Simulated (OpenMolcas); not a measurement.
**Pt4+: moving or changing the point charges**

Pt4+ among 6 point charges of -1 e arranged as a tetragonal octahedron (D4h), 1.99 Å from the ion, with the axial distance 2.308 Å.
```
   1.9900    0.0000    0.0000  -1.00
   0.0000    1.9900    0.0000  -1.00
  -1.9900    0.0000    0.0000  -1.00
   0.0000   -1.9900    0.0000  -1.00
   0.0000    0.0000    2.3084  -1.00
   0.0000    0.0000   -2.3084  -1.00
```

| Item | Value |
| --- | --- |
| Program | OpenMolcas |
| Method | CASSCF |
| Basis | ANO-RCC-VDZP [7s6p4d2f] |
| Scalar Hamiltonian | DKH2, point nucleus |
| Active space | 6 electrons in 5 orbitals (5d) |
| State averaging | 2S+1 = 5 even, 5 roots; 2S+1 = 3 even, 45 roots; 2S+1 = 1 even, 50 roots |
| Spin-orbit coupling | state interaction with AMFI integrals over the reference wave functions |

Runs around this geometry, states (labels of D4, the rotations of D4h). Energies in cm-1 above the lowest state or level, χT in cm3 K/mol.

```csv
R (Å),q (e),Axial / equatorial distance,Ground state,First state of that spin,First gap with spin-orbit (degeneracies),χT at 300 K,First state of another spin
1.99,-1,1.07,5E,5B2 1008,"5.3 (1, 1)",4.762,3E 16720
1.99,-0.65,1.16,5E,5B2 1312,"44.5 (1, 2)",4.947,3E 17937
1.87,-1,1.16,5E,5B2 2334,"8.9 (1, 1)",4.473,3E 15552
1.99,-1,1.16,5E,5B2 2028,"67.5 (1, 2)",4.757,3E 16787
2.13,-1,1.16,5E,5B2 1728,"59.5 (1, 2)",4.884,3E 17717
```

Taking the first state of the same spin as R^-n, n = -ln(1728 / 2334) / ln(2.13 / 1.87) = 2.3 between the shortest and longest distance.

Scaling the charges by -0.65 / -1 = 0.65 scales the first state of the same spin by 1312 / 2028 = 0.65; with fixed orbitals a first-order splitting would follow the charge.

Without dynamic correlation the repulsion within the d shell is too large (B by tens of per cent), so at a given field states of lower spin stand too high. Point charges give a weaker field than real ligands, and real ions of this kind are as a rule low spin; the high spin found here belongs to the model. Spin-orbit coupling mixes the spin-free states strongly: the lowest level takes only 61 % from its leading state, 5E (figures for R = 1.99, q = -1, ratio = 1.07; the like holds for R = 1.99, q = -0.65, ratio = 1.16, R = 1.87, q = -1, ratio = 1.16, R = 1.99, q = -1, ratio = 1.16, R = 2.13, q = -1, ratio = 1.16). An orbital doublet at a regular site is open to a Jahn-Teller distortion, which this geometry leaves out (holds for R = 1.99, q = -1, ratio = 1.07; R = 1.87, q = -1, ratio = 1.16). The ground term spreads over less than 5000 cm-1, several times less than with real ligands, so orbital moments are less quenched and χT lies further from the spin-only value than at real sites (holds for R = 1.99, q = -0.65, ratio = 1.16). This is an electrostatic model: the charges have no orbitals. No measured value stands beside these numbers.
